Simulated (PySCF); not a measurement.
Structure problem from calculated spectra and properties.

Elements present: B, H, N and P. Monoisotopic mass: 76.0362 u.

| Item | Value |
| --- | --- |
| 1H NMR | chemical shifts (computed TMS as zero) by class: 2.19 (4 H), 1.59 (2 H) ppm [GIAO PBE0/pcSseg-1] |
| Dipole | 2.47 D [wB97X-D/def2-SVPD] |
| UV, first state | lowest singlet excitation: 6.30 eV (197 nm, f = 0.022) [TDDFT wB97X-D/def2-SVPD] |
| Rotational structure | rotational constants A, B, C: 8.511, 4.043, 2.793 GHz [PBE0-D3(BJ)/def2-SVP] |
| Triplet | lowest triplet excitation (Tamm–Dancoff): 5.70 eV [TDA wB97X-D/def2-SVPD] |
| UV, strongest line | among the 10 lowest singlet transitions: S5 at 7.52 eV (165 nm, f = 0.192) [TDDFT wB97X-D/def2-SVPD] |
| XPS | P2p3/2 135.7, B1s 195.7, N1s 404.8 (×2), P1s 2149.3 eV [ΔSCF SCAN, pcX-2 on the ionised atom, pcseg-1 elsewhere, spin-free X2C, 2p3/2 from a spin–orbit splitting computed afterwards within the 2p shell] |

Gas-phase values; electronic properties from PySCF, density fitting. Levels stand in brackets. Isolated species at its PBE0-D3(BJ)/def2-SVP geometry (one conformer only). Each NMR value is the plain mean over a class of atoms that symmetry, rotation or inversion makes alike.

Problem. Which formula fits the mass and the elements?

Solution. BH6N2P (calculated 76.0362). No other formula that holds each of these elements comes within 0.0003 u with a fitting electron parity and a possible valence count.

Problem. Give a SMILES that accounts for the data.

Solution. Numbering: `[NH2:1][B:2]([NH2:3])[PH2:4]`. Hydrogen classes from least to most shielded: 4 H on 2 boron-bound nitrogens, N1/N3 (2.19 ppm), 2 H on a three-coordinate phosphorus, P4 (1.59 ppm). The core levels belong to: P2p3/2 135.7 eV, three-coordinate phosphorus [P4]; B1s 195.7 eV, three-coordinate boron [B2]; N1s 404.8 eV, boron-bound nitrogen [N1/N3]; P1s 2149.3 eV, three-coordinate phosphorus [P4]. The optimised geometry has point group Cs and is an asymmetric top. Structure: `NB(N)P`. The assignments are read from this structure; whether some other isomer fits the data as well wasn't checked.

Conformer computed: `[NH2:1][B:2]([NH2:3])[PH2:4]`: H–N1–B2–N3 -2°, H–N1–B2–N3 180°, H–N3–B2–N1 2°, H–N3–B2–N1 179°, H–P4–B2–N1 139°, H–P4–B2–N1 44°.
